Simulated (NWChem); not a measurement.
System: C₄H₆O; SMILES O=CC1CC1

NWChem input:

```
start job
memory heap 200 mb stack 900 mb global 1100 mb
geometry units angstroms noautosym nocenter noautoz
  O     -0.584002     1.678307     0.000000
  C      0.507858     1.142047     0.000000
  C      0.712385    -0.327313     0.000000
  C     -0.315336    -1.178471    -0.743500
  C     -0.315336    -1.178471     0.743500
  H      1.436878     1.753557     0.000000
  H      1.745274    -0.664542     0.000000
  H      0.059318    -2.049778    -1.272608
  H     -1.102070    -0.624784    -1.247354
  H      0.059318    -2.049778     1.272608
  H     -1.102070    -0.624784     1.247354
end
basis spherical
  * library 6-31g*
end
dft
  xc b3lyp
  iterations 150
end
cosmo
  do_cosmo_smd true
  solvent water
end
task dft energy
```

Output (shortened):

```
             Northwest Computational Chemistry Package (NWChem) 7.3.0
             --------------------------------------------------------

                             Geometry "geometry" -> ""
                             -------------------------

 Output coordinates in angstroms (scale by  1.889725989 to convert to a.u.)

  No.       Tag          Charge          X              Y              Z
 ---- ---------------- ---------- -------------- -------------- --------------
    1 O                    8.0000    -0.58400200     1.67830700     0.00000000
    2 C                    6.0000     0.50785800     1.14204700     0.00000000
    3 C                    6.0000     0.71238500    -0.32731300     0.00000000
    4 C                    6.0000    -0.31533600    -1.17847100    -0.74350000
    5 C                    6.0000    -0.31533600    -1.17847100     0.74350000
    6 H                    1.0000     1.43687800     1.75355700     0.00000000
    7 H                    1.0000     1.74527400    -0.66454200     0.00000000
    8 H                    1.0000     0.05931800    -2.04977800    -1.27260800
    9 H                    1.0000    -1.10207000    -0.62478400    -1.24735400
   10 H                    1.0000     0.05931800    -2.04977800     1.27260800
   11 H                    1.0000    -1.10207000    -0.62478400     1.24735400

 Effective nuclear repulsion energy (a.u.)     166.1832915892

                                 NWChem DFT Module
                                 -----------------

 Summary of "ao basis" -> "ao basis" (spherical)
 ------------------------------------------------------------------------------
       Tag                 Description            Shells   Functions and Types
 ---------------- ------------------------------  ------  ---------------------
 O                           6-31g*                  6       14   3s2p1d
 C                           6-31g*                  6       14   3s2p1d
 H                           6-31g*                  2        2   2s

 in cosmo_initialize ...
 calling solv_data for solv:h2o

 solvent parameters
 solvname_short: h2o
 solvname_long:  water
 dielec:       78.4000
 dielecinf:     1.7769
 aqueous SMD model solvent descriptors
 dielec:       78.4000
 sola:          0.8200

          ---------------
          -cosmo- solvent
          ---------------
 Cosmo: York-Karplus, doi: 10.1021/jp992097l
 dielectric constant -eps-     =  78.40
 screen = (eps-1)/(eps    )    =   0.98724
 surface charge correction     = lagrangian

   van der Waals surface
 --------------------------

 ---------- ATOMIC COORDINATES (A.U.) ------------ VDWR(ANG.) --
     1   -1.10360376    3.17154035    0.00000000     1.520
     2    0.95971246    2.15815590    0.00000000     1.850
     3    1.34621245   -0.61853188    0.00000000     1.850
     4   -0.59589863   -2.22698728   -1.40501127     1.850
     5   -0.59589863   -2.22698728    1.40501127     1.850
     6    2.71530570    3.31374224    0.00000000     1.200
     7    3.29808963   -1.25580229    0.00000000     1.200
     8    0.11209477   -3.87351876   -2.40488041     1.200
     9   -2.08261032   -1.18067056   -2.35715727     1.200
    10    0.11209477   -3.87351876    2.40488041     1.200
    11   -2.08261032   -1.18067056    2.35715727     1.200
 number of segments per atom =        128
 number of   points per atom =        128
 atom (   nspa,  nppa )
 ----------------------
    1 (     76,     0 )       0
    2 (     58,     0 )       0
    3 (     30,     0 )       0
    4 (     53,     0 )       0
    5 (     53,     0 )       0
    6 (     58,     0 )       0
    7 (     54,     0 )       0
    8 (     53,     0 )       0
    9 (     53,     0 )       0
   10 (     53,     0 )       0
   11 (     53,     0 )       0
 number of -cosmo- surface points =      594
 molecular surface =    110.227 angstrom**2
 molecular volume  =     81.080 angstrom**3
 -lineq- algorithm             =   0
 -bem- low  level              =   3
 -bem- from -octahedral-
 gaussian surface charge width =   4.50000
 degree of switching           =   1.00000
 switching function tolerance  =   0.00010
 atomic radii =
 --------------
    1  8.000  1.520
    2  6.000  1.850
    3  6.000  1.850
    4  6.000  1.850
    5  6.000  1.850
    6  1.000  1.200
    7  1.000  1.200
    8  1.000  1.200
    9  1.000  1.200
   10  1.000  1.200
   11  1.000  1.200
 ...... end of -cosmo- initialization ......

 nat:                    11
 ixmem:                  6636
 calling mnsol_interface()
 G(SMD-CDS) energy (kcal/mol)  =     3.320
 SMD-CDS SASA (angstrom**2)    =   134.673

            General Information
            -------------------
          SCF calculation type: DFT
          Wavefunction type:  closed shell.
          No. of atoms     :    11
          No. of electrons :    38
           Alpha electrons :    19
            Beta electrons :    19
          Charge           :     0
          Spin multiplicity:     1
          Use of symmetry is: off; symmetry adaption is: off
          Maximum number of iterations: 150
          AO basis - number of functions:    82
                     number of shells:    42
          Convergence on energy requested:  1.00D-06
          Convergence on density requested:  1.00D-05
          Convergence on gradient requested:  5.00D-04

              XC Information
              --------------
                         B3LYP Method XC Potential
                     Hartree-Fock (Exact) Exchange  0.200
                        Slater Exchange Functional  0.800 local
                    Becke 1988 Exchange Functional  0.720 non-local
              Lee-Yang-Parr Correlation Functional  0.810
                  VWN I RPA Correlation Functional  0.190 local

             Grid Information
             ----------------
          Grid used for XC integration:  medium
          Radial quadrature: Mura-Knowles
          Angular quadrature: Lebedev.
          Tag              B.-S. Rad. Rad. Pts. Rad. Cut. Ang. Pts.
          ---              ---------- --------- --------- ---------
          O                   0.60       49          10.0       434
          C                   0.70       49          10.0       434
          H                   0.35       45          10.0       434
          Grid pruning is: on
          Number of quadrature shells:   515
          Spatial weights used:  Erf1

      Superposition of Atomic Density Guess
      -------------------------------------

 Sum of atomic energies:        -228.38476406

      Non-variational initial energy
      ------------------------------

 Total energy =    -231.478602
 1-e energy   =    -637.585201
 2-e energy   =     239.923308
 HOMO         =      -0.311539
 LUMO         =      -0.017622

   convergence    iter        energy       DeltaE   RMS-Dens  Diis-err
 ---------------- ----- ----------------- --------- --------- ---------
     COSMO gas phase
 d= 0,ls=0.0,diis     1   -231.0906138461 -3.97D+02  2.42D-02  9.84D-01
 d= 0,ls=0.0,diis     2   -230.7601383100  3.30D-01  1.81D-02  4.40D+00
 d= 0,ls=0.0,diis     3   -231.2106049662 -4.50D-01  1.78D-03  3.34D-02
 d= 0,ls=0.0,diis     4   -231.2132857677 -2.68D-03  7.45D-04  5.28D-03
 d= 0,ls=0.0,diis     5   -231.2139021669 -6.16D-04  1.47D-04  1.41D-04
  Resetting Diis
 d= 0,ls=0.0,diis     6   -231.2139195978 -1.74D-05  4.32D-05  1.53D-05
 d= 0,ls=0.0,diis     7   -231.2139213992 -1.80D-06  2.87D-05  1.66D-06
 d= 0,ls=0.0,diis     8   -231.2139211184  2.81D-07  1.60D-05  4.53D-06
 d= 0,ls=0.0,diis     9   -231.2139215756 -4.57D-07  3.30D-06  1.76D-07

   convergence    iter        energy       DeltaE   RMS-Dens  Diis-err
 ---------------- ----- ----------------- --------- --------- ---------
     COSMO solvation phase
 d= 0,ls=0.0,diis     1   -231.2170943956 -3.17D-03  3.24D-03  6.28D-03
 d= 0,ls=0.0,diis     2   -231.2180163664 -9.22D-04  7.71D-04  1.36D-02
 d= 0,ls=0.0,diis     3   -231.2192586534 -1.24D-03  2.47D-04  1.48D-04
 d= 0,ls=0.0,diis     4   -231.2192758661 -1.72D-05  7.04D-05  4.44D-05
 d= 0,ls=0.0,diis     5   -231.2192809359 -5.07D-06  1.72D-05  2.57D-06
 d= 0,ls=0.0,diis     6   -231.2192812574 -3.21D-07  4.32D-06  1.42D-07

         Total DFT energy =     -231.219281257358
      One electron energy =     -641.890906377496
           Coulomb energy =      276.797407612643
    Exchange-Corr. energy =      -32.557456824074
 Nuclear repulsion energy =      166.183291589158

             COSMO energy =        0.248382742411

 Numeric. integr. density =       37.999996134055

                                COSMO-SMD solvation results
                                ---------------------------

             internal energy in gas <Psi(g)|H|Psi(g)> =      -231.213921575610
         internal energy in solvent <Psi(s)|H|Psi(s)> =      -231.210973447587
                               delta internal energy  =         0.002948128023 (    1.85 kcal/mol)
   total free energy in solvent <Psi(s)|H+V/2|Psi(s)> =      -231.224572071349
 polarization energy contribution <Psi(s)|V/2|Psi(s)> =        -0.013598623762 (   -8.53 kcal/mol)
    total free energy in solvent including G(SMD-CDS) =      -231.219281257358
                       G(SMD-CDS) energy contribution =         0.005290813991 (    3.32 kcal/mol)
     1 M fixed-concentration free energy of solvation =        -0.005359681748 (   -3.36 kcal/mol)

                       DFT Final Molecular Orbital Analysis
                       ------------------------------------

 Vector   17  Occ=2.000000D+00  E=-3.159435D-01
              MO Center= -1.2D-01, -8.5D-01,  3.9D-09, r^2= 2.2D+00
   Bfn.  Coefficient  Atom+Function         Bfn.  Coefficient  Atom+Function
  ----- ------------  ---------------      ----- ------------  ---------------
    47      0.282598   4 C  pz               61     -0.282598   5 C  pz
    31      0.227906   3 C  px               45     -0.202105   4 C  px
    59     -0.202105   5 C  px                4     -0.176030   1 O  py
    51      0.163953   4 C  pz               65     -0.163953   5 C  pz
    46     -0.150926   4 C  py               60     -0.150926   5 C  py

 Vector   18  Occ=2.000000D+00  E=-2.966225D-01
              MO Center=  9.4D-02, -3.3D-01, -1.3D-09, r^2= 2.5D+00
   Bfn.  Coefficient  Atom+Function         Bfn.  Coefficient  Atom+Function
  ----- ------------  ---------------      ----- ------------  ---------------
    33      0.413233   3 C  pz                5     -0.272764   1 O  pz
    37      0.257916   3 C  pz                9     -0.203240   1 O  pz
    45     -0.191639   4 C  px               59      0.191639   5 C  px
    46     -0.176007   4 C  py               60      0.176007   5 C  py
    49     -0.107899   4 C  px               63      0.107899   5 C  px

 Vector   19  Occ=2.000000D+00  E=-2.635189D-01
              MO Center= -8.5D-02,  1.2D+00, -1.1D-09, r^2= 2.1D+00
   Bfn.  Coefficient  Atom+Function         Bfn.  Coefficient  Atom+Function
  ----- ------------  ---------------      ----- ------------  ---------------
     4      0.482578   1 O  py                8      0.363036   1 O  py
    34      0.271645   3 C  s                72     -0.247522   6 H  s
     3      0.243213   1 O  px               32      0.236636   3 C  py
    71     -0.183496   6 H  s                 7      0.181053   1 O  px
    18     -0.163279   2 C  py               36      0.161792   3 C  py

 Vector   20  Occ=0.000000D+00  E=-2.965409D-02
              MO Center=  1.7D-01,  9.1D-01, -1.7D-10, r^2= 2.2D+00
   Bfn.  Coefficient  Atom+Function         Bfn.  Coefficient  Atom+Function
  ----- ------------  ---------------      ----- ------------  ---------------
    23      0.509350   2 C  pz               19      0.500561   2 C  pz
     9     -0.409352   1 O  pz                5     -0.381872   1 O  pz
    48      0.287362   4 C  s                62     -0.287362   5 C  s
    49      0.210718   4 C  px               63     -0.210718   5 C  px
    45      0.139898   4 C  px               59     -0.139898   5 C  px

 Vector   21  Occ=0.000000D+00  E= 9.762746D-02
              MO Center=  7.9D-01, -8.4D-01,  1.2D-08, r^2= 5.2D+00
   Bfn.  Coefficient  Atom+Function         Bfn.  Coefficient  Atom+Function
  ----- ------------  ---------------      ----- ------------  ---------------
    74      1.042178   7 H  s                76      0.840555   8 H  s
    80      0.840555  10 H  s                20     -0.716446   2 C  s
    72      0.714599   6 H  s                34     -0.534182   3 C  s
    35     -0.429416   3 C  px               78     -0.344088   9 H  s
    82     -0.344088  11 H  s                48     -0.339494   4 C  s

 Vector   22  Occ=0.000000D+00  E= 1.208552D-01
              MO Center= -6.0D-01, -6.9D-01,  4.3D-09, r^2= 4.9D+00
   Bfn.  Coefficient  Atom+Function         Bfn.  Coefficient  Atom+Function
  ----- ------------  ---------------      ----- ------------  ---------------
    48      1.299504   4 C  s                62      1.299504   5 C  s
    78     -1.104198   9 H  s                82     -1.104198  11 H  s
    20     -0.791615   2 C  s                76     -0.579233   8 H  s
    80     -0.579233  10 H  s                72      0.431704   6 H  s
    51     -0.415788   4 C  pz               65      0.415788   5 C  pz

     Multipole analysis of the density
     ---------------------------------

     L   x y z        total         alpha         beta         nuclear
     -   - - -        -----         -----         ----         -------
     0   0 0 0     -0.000000    -19.000000    -19.000000     38.000000

     1   1 0 0      1.027287      0.549493      0.549493     -0.071700
     1   0 1 0     -1.091563     -0.463672     -0.463672     -0.164219
     1   0 0 1     -0.000000     -0.000000     -0.000000      0.000000

     2   2 0 0    -21.384367    -39.369498    -39.369498     57.354630
     2   1 1 0      2.147158     -1.056592     -1.056592      4.260342
     2   1 0 1     -0.000000     -0.000000     -0.000000      0.000000
     2   0 2 0    -23.825909   -119.702211   -119.702211    215.578513
     2   0 1 1     -0.000000     -0.000000     -0.000000      0.000000
     2   0 0 2    -21.527953    -33.947957    -33.947957     46.367960
```

Level: B3LYP/6-31G* (spherical d), SMD on the gas-phase geometry. Structure relaxed at the B3LYP/6-31G* (spherical d) level. Solvent: water.
